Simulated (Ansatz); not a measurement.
Molecule: InH, net charge 1, doublet state. SMILES of the parent species: [InH]
Coordinates optimised at B3LYP-D3(BJ)/def2-TZVP (Ansatz, a program for electronic structure):
```xyz
2

In     0.0000     0.0000    -0.0378
H      0.0000     0.0000     1.8523
```
Charge +1, spin multiplicity 2.

Problem. Give the harmonic wavenumbers at B3LYP-D3(BJ)/def2-TZVP (Ansatz, finite differences of forces, unscaled).

Solution. 969 cm⁻¹. Zero-point energy 1.4 kcal/mol.

Problem. From these and the geometry, give the ideal-gas thermochemistry at 298.15 K and 1 atm (rigid rotor, harmonic oscillator).

Solution. Point group C∞v, rotational symmetry number 1. Rotational constants 141.6, 141.6 GHz. S(trans) 40.16, S(rot) 9.50, S(vib) 0.11, S(elec, spin only) 1.38, S 51.1 cal/(mol K). H(298) - H(0) 2.10 kcal/mol; G - E(el) -11.8 kcal/mol.
